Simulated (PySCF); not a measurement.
Molfile (atoms numbered from 1):
```
C4H9ClOSi
     RDKit          3D

 16 15  0  0  0  0  0  0  0  0999 V2000
   -2.4279    0.3896    0.1814 C   0  0  0  0  0  0  0  0  0  0  0  0
   -1.5780   -0.5348   -0.2283 C   0  0  0  0  0  0  0  0  0  0  0  0
   -0.5013   -1.1266    0.6138 C   0  0  0  0  0  0  0  0  0  0  0  0
    1.2273   -0.5287    0.0794 Si  0  0  1  0  0  4  0  0  0  0  0  0
    1.4160   -1.0302   -1.4507 O   0  0  0  0  0  0  0  0  0  0  0  0
    1.2973    1.3846    0.1375 C   0  0  0  0  0  0  0  0  0  0  0  0
    2.7864    1.9309   -0.6867 Cl  0  0  0  0  0  0  0  0  0  0  0  0
   -3.1855    0.7979   -0.4655 H   0  0  0  0  0  0  0  0  0  0  0  0
   -2.4070    0.7699    1.1904 H   0  0  0  0  0  0  0  0  0  0  0  0
   -1.6196   -0.9011   -1.2451 H   0  0  0  0  0  0  0  0  0  0  0  0
   -0.5242   -2.2116    0.5203 H   0  0  0  0  0  0  0  0  0  0  0  0
   -0.6682   -0.8803    1.6616 H   0  0  0  0  0  0  0  0  0  0  0  0
    2.2906   -1.0496    0.9419 H   0  0  0  0  0  0  0  0  0  0  0  0
    2.0791   -0.6424   -2.0193 H   0  0  0  0  0  0  0  0  0  0  0  0
    1.3404    1.7883    1.1446 H   0  0  0  0  0  0  0  0  0  0  0  0
    0.4671    1.8531   -0.3869 H   0  0  0  0  0  0  0  0  0  0  0  0
  1  2  2  0
  2  3  1  0
  3  4  1  0
  4  5  1  0
  4  6  1  0
  6  7  1  0
  1  8  1  0
  1  9  1  0
  2 10  1  0
  3 11  1  0
  3 12  1  0
  4 13  1  1
  5 14  1  0
  6 15  1  0
  6 16  1  0
M  END
```

Geometry: GFN2-xTB; GIAO shifts from PySCF, gas phase, non-relativistic, averaged over equivalent atoms.

At PBE0/pcSseg-1 (178 basis functions, 41 s wall time on 1 thread of an Arm Neoverse N1, shared host):
| atoms | δ (ppm) |
| --- | --- |
| C2 | 142.7 |
| C1 | 120.2 |
| C6 | 33.7 |
| C3 | 26.9 |
| Si4 | -13.5 |
| O5 | 16.7 |
| H10 | 6.36 |
| H8 | 5.26 |
| H9 | 5.19 |
| H13 | 5.01 |
| H16 | 3.23 |
| H15 | 2.60 |
| H14 | 2.16 |
| H11 | 2.15 |
| H12 | 1.36 |

Chemical shifts δ = σref − σ; 13C (186.93 ppm), 29Si (349.16 ppm), 1H (31.72 ppm) vs TMS; H2O for 17O (336.08 ppm), all at this level.

What do these become at HCTH407/pcSseg-1?

## Answers


```
atoms  δ at HCTH407/pcSseg-1  change
   C2                  137.0    -5.7
   C1                  113.4    -6.8
   C6                   35.5    +1.8
   C3                   28.2    +1.3
  Si4                  -21.2    -7.7
   O5                   20.0    +3.3
  H10                   6.31   -0.05
   H8                   5.14   -0.12
   H9                   5.05   -0.14
  H13                   5.01   +0.00
  H16                   3.28   +0.05
  H15                   2.68   +0.08
  H14                   2.02   -0.14
  H11                   2.24   +0.09
  H12                   1.40   +0.04
```

Scale: 13C (183.64 ppm), 29Si (343.40 ppm), 1H (31.67 ppm) vs TMS; H2O for 17O (334.16 ppm) (reference shieldings calculated alike).

The largest change is at Si4 (silicon bonded to 2 C, O, H). Cost: 178 basis functions, 47 s wall time on 1 thread of an Arm Neoverse N1, shared host. The order of the carbon signals is the same at both levels.

Carbons that carry Cl, above all several Cl atoms, come out too deshielded, partly because spin–orbit coupling is missing. Experimental scales use liquid or dissolved standards, which lie at an offset from isolated H2O (liquid H2O: subtract about 36 ppm).
